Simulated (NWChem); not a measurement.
# Ionisation of Cl2 (-1)

```
Cl
Cl 1 2.6533
```
Charge -1, spin multiplicity 2.

All runs are NWChem calculations. The geometry was optimised at UPBE0/def2-SVP, a minimum by its harmonic frequencies.

Basis set: def2-TZVPD. −ε marks an orbital energy of the parent.

B3LYP has NWChem's definition, with VWN1-RPA local correlation. The structure started from a generated list of species. The unpaired electrons of the parent sit in orbitals of symmetry b1u (D2h labels of the run); other states weren't searched. The anion's geometry comes from a basis without diffuse functions. The stability of the SCF solutions was not checked.

Problem. Order these methods by the first vertical ionisation energy they give, lowest first: −ε(alpha HOMO) of B3LYP, −ε(alpha HOMO) of BHandHLYP, −ε(alpha HOMO) of PBE, −ε(alpha HOMO) of r2SCAN.

Solution. −ε(alpha HOMO) of PBE (0.75 eV), −ε(alpha HOMO) of r2SCAN (1.11 eV), −ε(alpha HOMO) of B3LYP (1.84 eV), −ε(alpha HOMO) of BHandHLYP (3.39 eV)
